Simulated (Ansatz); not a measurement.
Species: sum formula H3Si2OCl2, net charge 0, doublet state. It need not be the lowest isomer of its formula. 
Coordinates optimised at B3LYP-D3(BJ)/def2-TZVP (Ansatz, a first-principles code):
```xyz
8

Si     2.4809     0.1473    -0.2597
O      0.9266     0.2819    -0.8146
Si    -0.6461     0.1375    -0.4819
Cl    -1.0541    -1.7738     0.1348
Cl    -1.1625     1.4342     1.0188
H      2.6479    -1.1718     0.4074
H      3.3697     0.2629    -1.4439
H     -1.4351     0.4409    -1.6750
```
Charge 0, spin multiplicity 2.

Parts of the frozen-core correlation energy in cc-pV(D+d)Z (Ansatz, hartree). Frozen orbitals: 21; correlated occupied orbitals by spin: 16 and 15; virtual: 84 and 85. UHF or UKS for open shells. No spin-orbit coupling. No relativistic terms.

```csv
term,value
reference (HF),-1573.65639
MP2 opposite-spin,-0.46653
MP2 same-spin,?
CCSD correlation,?
(T),?
T1 diagnostic,0.012
largest doubles amplitude,0.018
<S^2> of the reference,0.753
```

Question: Fill in the missing entries.

Answer: 
- MP2 same-spin, value: -0.15979
- CCSD correlation, value: -0.67926
- (T), value: -0.01651
